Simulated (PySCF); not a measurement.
C2H7NSe (SMILES CC[Se]N), singlet, at a GFN2-xTB geometry; DF-CAMB3LYP/6-311G** run with PySCF.

Here is a job for PySCF.
```python
from pyscf import gto, scf, dft

mol = gto.M(
    atom='''
Se   -0.21514532    0.09162267    0.70875122
C     1.29036796   -0.33505887   -0.52046961
C     1.26978310    0.49413413   -1.78856595
H     1.23601609   -1.40469634   -0.73683935
H     2.18661397   -0.13970695    0.06632485
H     1.31009292    1.55540624   -1.55194402
H     0.36522230    0.30410448   -2.36545260
H     2.12642987    0.24544602   -2.41315322
N    -1.68858706   -0.46410919   -0.24004734
H    -1.63813353   -1.45258363   -0.46785979
H    -1.81209791    0.07117189   -1.09407258
''',
    basis='6-311g**',
    verbose=4,
    max_memory=1800,
)

mf = dft.RKS(mol)
mf.xc = 'camb3lyp'
mf = mf.density_fit(auxbasis='def2-universal-jkfit')
mf.kernel()
```

The log (banner, timings and long lists left out):

```
PySCF version 2.14.0

[INPUT] verbose = 4
[INPUT] num. atoms = 11
[INPUT] num. electrons = 60
[INPUT] charge = 0
[INPUT] spin (= nelec alpha-beta = 2S) = 0
[INPUT] symmetry False subgroup None
[INPUT] Mole.unit = angstrom
[INPUT] Symbol           X                Y                Z      unit          X                Y                Z       unit  Magmom
[INPUT]  1 Se    -0.215145320000   0.091622670000   0.708751220000 AA   -0.406565731782   0.173141753101   1.339345696251 Bohr   0.0
[INPUT]  2 C      1.290367960000  -0.335058870000  -0.520469610000 AA    2.438442044314  -0.633169499906  -0.983545019059 Bohr   0.0
[INPUT]  3 C      1.269783100000   0.494134130000  -1.788565950000 AA    2.399542296601   0.933778174500  -3.379899801223 Bohr   0.0
[INPUT]  4 H      1.236016090000  -1.404696340000  -0.736839350000 AA    2.335731895656  -2.654491370779  -1.392424569303 Bohr   0.0
[INPUT]  5 H      2.186613970000  -0.139706950000   0.066324850000 AA    4.132101543448  -0.264007873198   0.125335801753 Bohr   0.0
[INPUT]  6 H      1.310092920000   1.555406240000  -1.551944020000 AA    2.475716816532   2.939291806040  -2.932749158457 Bohr   0.0
[INPUT]  7 H      0.365222300000   0.304104480000  -2.365452600000 AA    0.690170121584   0.574674180453  -4.470057574640 Bohr   0.0
[INPUT]  8 H      2.126429870000   0.245446020000  -2.413153220000 AA    4.018370077394   0.463825756165  -4.560198682412 Bohr   0.0
[INPUT]  9 N     -1.688587060000  -0.464109190000  -0.240047340000 AA   -3.190967080885  -0.877039260994  -0.453623729530 Bohr   0.0
[INPUT] 10 H     -1.638133530000  -1.452583630000  -0.467859790000 AA   -3.095623727167  -2.744985233727  -0.884126867797 Bohr   0.0
[INPUT] 11 H     -1.812097910000   0.071171890000  -1.094072580000 AA   -3.424368760797   0.134495379868  -2.067497536596 Bohr   0.0

nuclear repulsion = 273.757866277544
number of shells = 70
number of NR pGTOs = 233
number of NR cGTOs = 140
basis = 6-311g**
ecp = {}

******** <class 'pyscf.df.df_jk.DFRKS'> ********
method = DFRKS
initial guess = minao
damping factor = 0
level_shift factor = 0
DIIS = <class 'pyscf.scf.diis.CDIIS'>
diis_start_cycle = 1
diis_space = 8
diis_damp = 0
SCF conv_tol = 1e-09
SCF conv_tol_grad = None
SCF max_cycles = 50
direct_scf = False
XC library pyscf.dft.libxc version 7.1.2
    S. Lehtola, C. Steigemann, M. J. T. Oliveira, and M. A. L. Marques,  SoftwareX 7, 1–5 (2018)
XC functionals = camb3lyp
    T. Yanai, D. P. Tew, and N. C. Handy,  Chem. Phys. Lett. 393, 51 (2004)
radial grids:
    Treutler-Ahlrichs [JCP 102, 346 (1995); DOI:10.1063/1.469408] (M4) radial grids

becke partition: Becke, JCP 88, 2547 (1988); DOI:10.1063/1.454033
pruning grids: <function nwchem_prune>
grids dens level: 3
symmetrized grids: False
atomic radii adjust function: <function treutler_atomic_radii_adjust>
small_rho_cutoff = 0
Set gradient conv threshold to 3.16228e-05
Initial guess from minao.
tot grids = 131224
******** <class 'pyscf.df.df.DF'> ********
auxbasis = def2-universal-jkfit
Create RSH-DF object <pyscf.df.df.DF object> for omega=0.33
******** <class 'pyscf.df.df.DF'> ********
auxbasis = auxmol.basis = def2-universal-jkfit
init E= -2534.10219253942
  HOMO = -0.253551759018491  LUMO = -0.034481636934504  gap/eV = 5.96120
cycle= 1 E= -2536.71300790319  delta_E= -2.61  |g|= 1.76  |ddm|= 2.53
  HOMO = -0.27129862652275  LUMO = 0.0535054756260235  gap/eV = 8.83837
cycle= 2 E= -2536.72831387463  delta_E= -0.0153  |g|= 0.739  |ddm|= 0.546
  HOMO = -0.264268415774121  LUMO = 0.0416831432045444  gap/eV = 8.32537
cycle= 3 E= -2536.7517640292  delta_E= -0.0235  |g|= 0.355  |ddm|= 0.379
  HOMO = -0.278802271239379  LUMO = 0.0465731197530035  gap/eV = 8.85392
cycle= 4 E= -2536.76341416893  delta_E= -0.0117  |g|= 0.0532  |ddm|= 0.179
  HOMO = -0.276549603652548  LUMO = 0.0452127533509243  gap/eV = 8.75560
cycle= 5 E= -2536.76401240104  delta_E= -0.000598  |g|= 0.00817  |ddm|= 0.0372
  HOMO = -0.275470616775744  LUMO = 0.0460274903588749  gap/eV = 8.74841
cycle= 6 E= -2536.76402482458  delta_E= -1.24e-05  |g|= 0.00235  |ddm|= 0.00895
  HOMO = -0.275826713000023  LUMO = 0.0459260081740511  gap/eV = 8.75534
cycle= 7 E= -2536.76402622707  delta_E= -1.4e-06  |g|= 0.000716  |ddm|= 0.00292
  HOMO = -0.275894299232114  LUMO = 0.0458949151161976  gap/eV = 8.75633
cycle= 8 E= -2536.76402637179  delta_E= -1.45e-07  |g|= 0.000161  |ddm|= 0.00076
  HOMO = -0.275880091672668  LUMO = 0.0459013939219399  gap/eV = 8.75612
cycle= 9 E= -2536.7640263843  delta_E= -1.25e-08  |g|= 3.68e-05  |ddm|= 0.000339
  HOMO = -0.275886964445237  LUMO = 0.0458982120582645  gap/eV = 8.75622
cycle= 10 E= -2536.7640263853  delta_E= -9.98e-10  |g|= 1.33e-05  |ddm|= 0.000102
  HOMO = -0.275886291218379  LUMO = 0.0458990420844061  gap/eV = 8.75622
Extra cycle  E= -2536.76402638542  delta_E= -1.2e-10  |g|= 7.69e-06  |ddm|= 3.23e-05
converged SCF energy = -2536.76402638542
```
